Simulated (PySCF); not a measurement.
PySCF input (M06-2X/6-31G* with LANL2DZ past Ar (5d)):

```python
from pyscf import gto, dft

mol = gto.M(
    atom='''
    C     0.74148865   -1.28653962   -0.32335225
    Se   -0.21388692    0.36606753    0.09144170
    H     1.78584965   -1.11162642   -0.05722648
    H     0.67976908   -1.50618972   -1.38615624
    H     0.35760483   -2.10924229    0.27447826
    ''',
    basis={'default': '6-31g*', 'Se': 'lanl2dz'},
    ecp={'Se': 'lanl2dz'},
    charge=0,
    spin=1,
    verbose=4,
)

mf = dft.UKS(mol, xc='m062x')
mf.grids.level = 4
mf.conv_tol = 1e-9
mf.max_cycle = 100
mf.max_memory = 1500
mf.kernel()
if not mf.converged:
    mf = mf.newton()
    mf.kernel(mf.make_rdm1())
mo, _, stable, _ = mf.stability(return_status=True)
if not stable:
    mf.kernel(mf.make_rdm1(mo, mf.mo_occ))
    stable = mf.stability(return_status=True)[2]
mf.dip_moment()
```

Output:

```
PySCF version 2.14.0

[INPUT] verbose = 4
[INPUT] num. atoms = 5
[INPUT] num. electrons = 15
[INPUT] charge = 0
[INPUT] spin (= nelec alpha-beta = 2S) = 1
[INPUT] symmetry False subgroup None
[INPUT] Mole.unit = angstrom
[INPUT] Symbol           X                Y                Z      unit          X                Y                Z       unit  Magmom
[INPUT]  1 C      0.741488650000  -1.286539620000  -0.323352250000 AA    1.401210472973  -2.431207530202  -0.611047194262 Bohr   0.0
[INPUT]  2 Se    -0.213886920000   0.366067530000   0.091441700000 AA   -0.404187700427   0.691767374796   0.172799769365 Bohr   0.0
[INPUT]  3 H      1.785849650000  -1.111626420000  -0.057226480000 AA    3.374766738150  -2.100669486631  -0.108142374273 Bohr   0.0
[INPUT]  4 H      0.679769080000  -1.506189720000  -1.386156240000 AA    1.284577389148  -2.846286062435  -2.619455659457 Bohr   0.0
[INPUT]  5 H      0.357604830000  -2.109242290000   0.274478260000 AA    0.675775189522  -3.985890258450   0.518688738547 Bohr   0.0

nuclear repulsion = 23.161303122231
number of shells = 16
number of NR pGTOs = 51
number of NR cGTOs = 28
basis = {'default': '6-31g*', 'Se': 'lanl2dz'}
ecp = {'Se': 'lanl2dz'}

******** <class 'pyscf.dft.uks.UKS'> ********
method = UKS
initial guess = minao
damping factor = 0
level_shift factor = 0
DIIS = <class 'pyscf.scf.diis.CDIIS'>
diis_start_cycle = 1
diis_space = 8
diis_damp = 0
SCF conv_tol = 1e-09
SCF conv_tol_grad = None
SCF max_cycles = 100
direct_scf = True
direct_scf_tol = 1e-13
number electrons alpha = 8  beta = 7
XC library pyscf.dft.libxc version 7.1.2
    S. Lehtola, C. Steigemann, M. J. T. Oliveira, and M. A. L. Marques,  SoftwareX 7, 1–5 (2018)
XC functionals = m062x
    Y. Zhao and D. G. Truhlar,  Theor. Chem. Acc. 120, 215 (2008)
    Y. Zhao and D. G. Truhlar,  Theor. Chem. Acc. 120, 215 (2008)
radial grids:
    Treutler-Ahlrichs [JCP 102, 346 (1995); DOI:10.1063/1.469408] (M4) radial grids

becke partition: Becke, JCP 88, 2547 (1988); DOI:10.1063/1.454033
pruning grids: <function nwchem_prune>
grids dens level: 4
symmetrized grids: False
atomic radii adjust function: <function treutler_atomic_radii_adjust>
small_rho_cutoff = 0
Set gradient conv threshold to 3.16228e-05
tot grids = 105920
init E= -34.1026572239181
  alpha nocc = 8  HOMO = -0.0167134442078651  LUMO = 0.111403173452103
  beta  nocc = 7  HOMO = -0.0178609505658086  LUMO = -0.0167134442078623

WARN: HOMO -0.0167134442078651 >= LUMO -0.0167134442078623

cycle= 1 E= -48.8603623059472  delta_E= -14.8  |g|= 0.456  |ddm|= 2.73
  alpha nocc = 8  HOMO = -0.374442997577846  LUMO = 0.0239453231704445
  beta  nocc = 7  HOMO = -0.367730725057839  LUMO = -0.245666556785409
  HOMO = -0.367730725058  LUMO = -0.245666556785  gap/eV = 3.32154
cycle= 2 E= -48.9597440922001  delta_E= -0.0994  |g|= 0.312  |ddm|= 1.05
  alpha nocc = 8  HOMO = -0.291254222575574  LUMO = 0.0505808037914051
  beta  nocc = 7  HOMO = -0.280623759324104  LUMO = -0.135746018281196
  HOMO = -0.280623759324  LUMO = -0.135746018281  gap/eV = 3.94232
cycle= 3 E= -49.0256022454711  delta_E= -0.0659  |g|= 0.0845  |ddm|= 0.371
  alpha nocc = 8  HOMO = -0.273023162123369  LUMO = 0.0790813263303818
  beta  nocc = 7  HOMO = -0.262340108566793  LUMO = -0.113019927526071
  HOMO = -0.262340108567  LUMO = -0.113019927526  gap/eV = 4.06321
cycle= 4 E= -49.0293844008696  delta_E= -0.00378  |g|= 0.0122  |ddm|= 0.0825
  alpha nocc = 8  HOMO = -0.278113952541325  LUMO = 0.0760553404978204
  beta  nocc = 7  HOMO = -0.266973225763362  LUMO = -0.115678639786722
  HOMO = -0.266973225763  LUMO = -0.115678639787  gap/eV = 4.11694
cycle= 5 E= -49.0295025299269  delta_E= -0.000118  |g|= 0.00185  |ddm|= 0.0151
  alpha nocc = 8  HOMO = -0.278498815682557  LUMO = 0.0758564285567687
  beta  nocc = 7  HOMO = -0.267167044573135  LUMO = -0.115734243750985
  HOMO = -0.267167044573  LUMO = -0.115734243751  gap/eV = 4.12070
cycle= 6 E= -49.0295119137546  delta_E= -9.38e-06  |g|= 0.000648  |ddm|= 0.00485
  alpha nocc = 8  HOMO = -0.278482036191782  LUMO = 0.075817420812978
  beta  nocc = 7  HOMO = -0.267077732877059  LUMO = -0.115636790870656
  HOMO = -0.267077732877  LUMO = -0.115636790871  gap/eV = 4.12092
cycle= 7 E= -49.0295130791514  delta_E= -1.17e-06  |g|= 0.000169  |ddm|= 0.00221
  alpha nocc = 8  HOMO = -0.278498456901076  LUMO = 0.0757991404867688
  beta  nocc = 7  HOMO = -0.267080559832593  LUMO = -0.115644904118184
  HOMO = -0.267080559833  LUMO = -0.115644904118  gap/eV = 4.12077
cycle= 8 E= -49.0295131526936  delta_E= -7.35e-08  |g|= 4.64e-05  |ddm|= 0.000674
  alpha nocc = 8  HOMO = -0.278500085217221  LUMO = 0.0757924061271105
  beta  nocc = 7  HOMO = -0.267079833968268  LUMO = -0.115642312274247
  HOMO = -0.267079833968  LUMO = -0.115642312274  gap/eV = 4.12082
cycle= 9 E= -49.0295131588327  delta_E= -6.14e-09  |g|= 1.35e-05  |ddm|= 0.000189
  alpha nocc = 8  HOMO = -0.278499283897492  LUMO = 0.0757923126576614
  beta  nocc = 7  HOMO = -0.267078863790282  LUMO = -0.115641413815766
  HOMO = -0.26707886379  LUMO = -0.115641413816  gap/eV = 4.12082
cycle= 10 E= -49.0295131596975  delta_E= -8.65e-10  |g|= 6.5e-06  |ddm|= 5.93e-05
  alpha nocc = 8  HOMO = -0.278499511839463  LUMO = 0.0757924221210544
  beta  nocc = 7  HOMO = -0.267079048926572  LUMO = -0.115641699978617
  HOMO = -0.267079048927  LUMO = -0.115641699979  gap/eV = 4.12082
Extra cycle  E= -49.0295131601318  delta_E= -4.34e-10  |g|= 6.03e-06  |ddm|= 3.42e-05
converged SCF energy = -49.0295131601318  <S^2> = 0.75216514  2S+1 = 2.002164
uhf_internal: lowest eigs of H = [0.00234474 0.26859331 0.36919551]
<class 'pyscf.dft.uks.UKS'> wavefunction is stable in the internal stability analysis
Dipole moment(X, Y, Z, Debye):  0.80323, -1.25392, -0.29930
```

The geometry given is a B3LYP-D3(BJ)/def2-TZVP minimum.
